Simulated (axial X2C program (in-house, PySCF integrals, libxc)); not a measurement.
## Working with the constants of InH⁻

A bond curve at the PBE0 level, two-component, was computed with an in-house relativistic program for diatomic molecules (basis In dyall-acv3z [12s13p10d5f1g], H dyall-av3z [7s3p2d] (cores contracted in-house)) for the state Ω = 1/2 (⟨Sz⟩ = -0.50, ⟨Lz⟩ = 1.00 at PBE0). Its fit gives Re = 1.8858 Å, ωe = 1285.4 cm⁻¹, ωexe = 30.5 cm⁻¹ and αe = 1.745e-01 cm⁻¹; the masses are 114.9039 and 1.0078 u. Two-component means X2C with spin–orbit coupling and atomic mean-field Coulomb and Gaunt terms.

Q: Find the reduced mass, Be and the force constant.

A: From the PBE0 values: μ = 0.9990 u. Be = 16.8576/(μ Re²) = 4.745 cm⁻¹. k = 5.8918×10⁻⁷ μ ωe² = 0.973 mdyn/Å.

Q: Estimate the centrifugal constant by the Kratzer relation.

A: D = 4Be³/ωe² = 2.59e-04 cm⁻¹.

Q: Where do the fundamental and the first overtone lie?

A: ν(1←0) = ωe − 2ωexe = 1224.4 cm⁻¹; ν(2←0) = 2ωe − 6ωexe = 2387.8 cm⁻¹.

Q: A Morse curve ties αe to the other constants (Pekeris). How well does that hold?

A: αe(Morse) = 6Be²/ωe × (√(ωexe/Be) − 1) = 1.613e-01 cm⁻¹; the PBE0 curve gives 1.745e-01 cm⁻¹, a ratio of 0.92.

Q: Scale the constants to the deuteride (D 2.0141 u) within the Born–Oppenheimer picture.

A: ρ = √(μH/μD) = 0.7104; ωe = 913.2, ωexe = 15.4, Be = 2.395 cm⁻¹; the zero-point energy falls by 182 cm⁻¹.

The state is a single determinant with fixed occupations, the lowest that a limited PBE0 search found. Density functionals use the spin component along the axis (collinear). Without a current term, density functionals place determinants with orbital angular momentum somewhat too high. The highest occupied level of some functionals is positive through self-interaction error; at Hartree–Fock it is bound.
